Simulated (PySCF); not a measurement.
**Electron correlation in In⁺ (indium, charge +1)**

[Kr] 4d9 5s2 5p1, one real determinant (an excited configuration). All numbers are calculated (PySCF 2.14, the spin-free X2C one-electron Hamiltonian (Gaussian nucleus), in x2c-QZVPPall). Frozen: [Ar] 3d10; 20 electrons correlated.

MP2 pair energies summed by pair of shells (mhartree):

```csv
pair,energy,share (%)
4d-4d,-262.12,41.1
4p-4d,-137.81,21.6
4d-5s,-73.93,11.6
4p-4p,-44.90,7.0
4s-4d,-27.13,4.3
4s-4p,-19.50,3.1
5s-5s,-18.47,2.9
4d-5p,-17.90,2.8
5s-5p,-15.13,2.4
4p-5s,-12.27,1.9
4s-4s,-3.84,0.6
4p-5p,-3.34,0.5
4s-5s,-1.37,0.2
4s-5p,-0.39,0.1
```

Total MP2 correlation energy: -638.10 mhartree.

Same-spin part -213.28 and opposite-spin part -424.82 mhartree; SCS-MP2 scales them by 1/3 and 6/5 to -580.88 mhartree.

The basis was made for the ground configuration and has no added diffuse functions, which can raise the energy of the promoted electron.

The reference is one real determinant that mixes LS terms of this configuration.

This basis was not built for core-valence correlation, so the inner-shell part is incomplete.
